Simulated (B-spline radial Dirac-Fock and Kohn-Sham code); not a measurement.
Isotope-shift constants of the inner levels of Pd²⁺

System: the Pd²⁺ ion in the configuration [Kr] 4d8.

Method: first-order field-shift and mass-shift constants from Dirac-Fock ground and hole states with a Fermi nucleus; the mass shift has no relativistic recoil terms. Computed with a B-spline atomic structure program. A binding energy shifts by δE = F·δ⟨r²⟩ + (K_N + K_S)·δ(1/M); F is taken for a change of radius at fixed skin thickness and so holds the higher radial moments.

```csv
level,F (meV/fm²),K_N (meV u),K_S (meV u)
K (1s),-51.43,-13420,6268
L1 (2s),-5.784,-2004,-147.0
L2 (2p1/2),0.2717,-1851,2487
L3 (2p3/2),0.3614,-1763,2253
M1 (3s),-1.085,-388.7,-159.9
M2 (3p1/2),0.06158,-328.1,294.5
M3 (3p3/2),0.08035,-312.4,234.4
M4 (3d3/2),0.06841,-205.9,253.0
M5 (3d5/2),0.06707,-202.4,246.4
```

Line shifts in meV from A = 106 (mass 105.9035 u, rms radius 4.5318 fm); radii from Angeli and Marinova (2013).

```tsv
A	mass (u)	radius (fm)	Kα1	Kα2	Kβ1	Lα1
102	101.9056	4.4827	+20.09	+20.00	+20.18	+0.03
104	103.9040	4.5078	+9.85	+9.80	+9.89	+0.02
105	104.9051	4.515	+7.19	+7.16	+7.19	0.00
108	107.9039	4.5563	-10.19	-10.15	-10.23	-0.01
110	109.9052	4.5782	?	?	?	?
```

Q: What are the shifts for A = 110?

A: Kα1 -19.27 meV (field -21.89, mass +2.63); Kα2 -19.18 meV (field -21.85, mass +2.68); Kβ1 -19.34 meV (field -21.77, mass +2.43); Lα1 -0.03 meV (field +0.12, mass -0.15).
